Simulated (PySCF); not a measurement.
Field gradients at the hydrogen positions

Species: CH8N2OSi2.
Z-matrix (Å and degrees, GFN2-xTB geometry), rows numbered from 1:
```
C 
O   1  1.3994
Si  2  1.6157  1  127.92
N   3  1.7435  2  117.37  1    47.57
Si  4  1.7392  3   96.36  2  -126.39
N   5  1.7389  4   83.30  3     7.20
H   1  1.0907  2  111.37  3   -27.14
H   1  1.0926  2  109.75  3    93.54
H   1  1.0918  2  108.06  3  -147.48
H   3  1.4479  2  100.26  1   178.54
H   4  1.0026  3  130.23  2    72.13
H   5  1.4609  4  113.30  3   120.04
H   5  1.4610  4  114.54  3  -106.73
H   6  1.0025  3  130.65  2   -71.66
```

Level: PBE0/pcSseg-1 (PySCF, non-relativistic); Q(2H) = 0.00286 b; rigid geometry, the same for H and D, with no vibrational averaging.

**Question.** Rank these positions by the coupling χzz of a deuteron there, largest first.
A. H10 (Si–H hydrogen)
B. H8 (methyl hydrogen)
C. H11 (N–H hydrogen)
D. H13 (Si–H hydrogen)

**Answer.** C (303 kHz), B (200 kHz), A (115 kHz), D (108 kHz).

**Question.** Tabulate Vzz, the asymmetry η and χzz = 234.96 MHz × Q × Vzz for every hydrogen position.

**Answer.** 
| atom | bonded to | bond length (Å) | Vzz (au) | η | χzz (kHz) |
| --- | --- | --- | --- | --- | --- |
| H7 | C1 | 1.091 | 0.2978 | 0.09 | 200 |
| H8 | C1 | 1.093 | 0.2983 | 0.07 | 200 |
| H9 | C1 | 1.092 | 0.3002 | 0.07 | 202 |
| H10 | Si3 | 1.448 | 0.1717 | 0.02 | 115 |
| H11 | N4 | 1.003 | 0.4510 | 0.12 | 303 |
| H12 | Si5 | 1.461 | 0.1612 | 0.02 | 108 |
| H13 | Si5 | 1.461 | 0.1608 | 0.01 | 108 |
| H14 | N6 | 1.003 | 0.4511 | 0.12 | 303 |

**Question.** Average by the element that carries the hydrogen.

**Answer.** on C: 201 kHz over 3 positions, mean bond length 1.092 Å; on Si: 111 kHz over 3 positions, mean bond length 1.457 Å; on N: 303 kHz over 2 positions, mean bond length 1.003 Å.

Isolated species at its GFN2-xTB geometry (one conformer only). GFN2-xTB bond lengths can be off by several hundredths of an ångström, more for odd bonds, and the gradients follow them. The small basis limits the accuracy of the gradients.
